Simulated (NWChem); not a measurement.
System: SeICl; SMILES Cl[Se]I

The following NWChem deck was run.

```
start job
memory heap 200 mb stack 900 mb global 1100 mb
geometry units angstroms noautoz
  Se     0.748566    -0.994633     0.000000
  Cl    -1.077215    -2.185439     0.000000
  I     -0.127650     1.364597     0.000000
end
basis spherical
  * library def2-svp
end
ecp
  I library def2-ecp
end
dft
  xc xpbe96 cpbe96
  iterations 150
  vectors input atomic output neutral.movecs
end
task dft energy
charge 1
dft
  odft
  mult 2
  vectors input atomic output cation.movecs
end
task dft energy
```

NWChem printed, in part:

```
             Northwest Computational Chemistry Package (NWChem) 7.3.0
             --------------------------------------------------------

 CS  symmetry detected

                             Geometry "geometry" -> ""
                             -------------------------

 Output coordinates in angstroms (scale by  1.889725989 to convert to a.u.)

  No.       Tag          Charge          X              Y              Z
 ---- ---------------- ---------- -------------- -------------- --------------
    1 Se                  34.0000     0.74770456    -1.00562749     0.00000000
    2 Cl                  17.0000    -1.07484451    -2.20137416     0.00000000
    3 I                   53.0000    -0.13489808     1.35122067     0.00000000

 Effective nuclear repulsion energy (a.u.)     648.9639685073

      Symmetry information
      --------------------

 Group name             Cs
 Group number              2
 Group order               2
 No. of unique centers     3

 Summary of "ao basis" -> "ao basis" (spherical)
 ------------------------------------------------------------------------------
       Tag                 Description            Shells   Functions and Types
 ---------------- ------------------------------  ------  ---------------------
 Se                         def2-svp                12       32   5s4p3d
 Cl                         def2-svp                 8       18   4s3p1d
 I                          def2-svp                10       26   4s4p2d

      Symmetry analysis of basis
      --------------------------

        a'         53
        a"         23

            General Information
            -------------------
          SCF calculation type: DFT
          Wavefunction type:  closed shell.
          No. of atoms     :     3
          No. of electrons :    76
           Alpha electrons :    38
            Beta electrons :    38
          Charge           :     0
          Spin multiplicity:     1
          Use of symmetry is: on ; symmetry adaption is: on
          Maximum number of iterations: 150
          AO basis - number of functions:    76
                     number of shells:    30
          Convergence on energy requested:  1.00D-06
          Convergence on density requested:  1.00D-05
          Convergence on gradient requested:  5.00D-04

              XC Information
              --------------
          PerdewBurkeErnzerhof Exchange Functional  1.000
            Perdew 1991 LDA Correlation Functional  1.000 local
           PerdewBurkeErnz. Correlation Functional  1.000 non-local

             Grid Information
             ----------------
          Grid used for XC integration:  medium
          Radial quadrature: Mura-Knowles
          Angular quadrature: Lebedev.
          Tag              B.-S. Rad. Rad. Pts. Rad. Cut. Ang. Pts.
          ---              ---------- --------- --------- ---------
          Se                  1.15      112           8.0       590
          Cl                  1.00       88          10.0       590
          I                   1.40      123          10.0       590
          Grid pruning is: on
          Number of quadrature shells:   323
          Spatial weights used:  Erf1

      Superposition of Atomic Density Guess
      -------------------------------------

 Sum of atomic energies:       -3205.96242431

      Non-variational initial energy
      ------------------------------

 Total energy =   -3155.720401
 1-e energy   =   -5255.505237
 2-e energy   =    1719.539412
 HOMO         =      -0.220155
 LUMO         =      -0.074405

      Symmetry analysis of molecular orbitals - initial
      -------------------------------------------------

  Numbering of irreducible representations:

     1 a'          2 a"

  Orbital symmetries:

     1 a'          2 a'          3 a'          4 a'          5 a'
     6 a"          7 a'          8 a'          9 a'         10 a'
    11 a"         12 a'         13 a'         14 a'         15 a"
    16 a'         17 a'         18 a"         19 a'         20 a'
    21 a"         22 a'         23 a"         24 a'         25 a'
    26 a"         27 a'         28 a"         29 a'         30 a'
    31 a'         32 a'         33 a'         34 a"         35 a'
    36 a"         37 a'         38 a"         39 a'         40 a'
    41 a'         42 a'         43 a'         44 a"         45 a'
    46 a'         47 a"         48 a"

   convergence    iter        energy       DeltaE   RMS-Dens  Diis-err
 ---------------- ----- ----------------- --------- --------- ---------
 d= 0,ls=0.0,diis     1  -3158.4088595746 -3.54D+03  2.09D-02  5.34D-01
 d= 0,ls=0.0,diis     2  -3158.3083282401  1.01D-01  1.63D-02  9.36D-01
 d= 0,ls=0.0,diis     3  -3158.4439887796 -1.36D-01  5.96D-03  1.90D-01
 d= 0,ls=0.0,diis     4  -3158.4706698789 -2.67D-02  1.77D-03  9.27D-03
 d= 0,ls=0.0,diis     5  -3158.4717317187 -1.06D-03  9.01D-04  1.40D-03
  Resetting Diis
 d= 0,ls=0.0,diis     6  -3158.4719423330 -2.11D-04  3.30D-04  3.48D-04
 d= 0,ls=0.0,diis     7  -3158.4720127257 -7.04D-05  1.43D-04  1.33D-05
 d= 0,ls=0.0,diis     8  -3158.4720046907  8.04D-06  9.92D-05  5.93D-05
 d= 0,ls=0.0,diis     9  -3158.4720150528 -1.04D-05  1.23D-05  1.14D-06
 d= 0,ls=0.0,diis    10  -3158.4720151658 -1.13D-07  4.58D-06  4.84D-08

         Total DFT energy =    -3158.472015165849
      One electron energy =    -5253.802177059544
           Coulomb energy =     1852.155669057301
    Exchange-Corr. energy =     -137.070930984105
 Nuclear repulsion energy =      380.245423820499

 Numeric. integr. density =       76.000000235644

                  Occupations of the irreducible representations
                  ----------------------------------------------

                     irrep           alpha         beta
                     --------     --------     --------
                     a'               27.0         27.0
                     a"               11.0         11.0

[...]
```

Level: PBE/def2-SVP with def2 effective core potentials on I, vertical spin-unrestricted ions. Coordinates come from a PBE0/def2-SVP optimisation. No frequency run checked for a minimum. def2 effective core potentials on I; no spin-orbit coupling.
